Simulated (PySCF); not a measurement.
# Correlation energy of Fe⁺ (iron, charge +1)

[Ar] 3d6 4s1, high-spin 6D determinant. All numbers are calculated (PySCF 2.14, no relativity, point nucleus, in cc-pVDZ). Frozen: [Ar]; 7 electrons correlated.

MP2 pair energies summed by pair of shells (mhartree):

```
 pair   energy  share (%)
3d-3d  -101.00       87.3
3d-4s   -14.70       12.7
```

Total MP2 correlation energy: -115.70 mhartree.

Same-spin part -70.87 and opposite-spin part -44.83 mhartree; SCS-MP2 scales them by 1/3 and 6/5 to -77.42 mhartree.
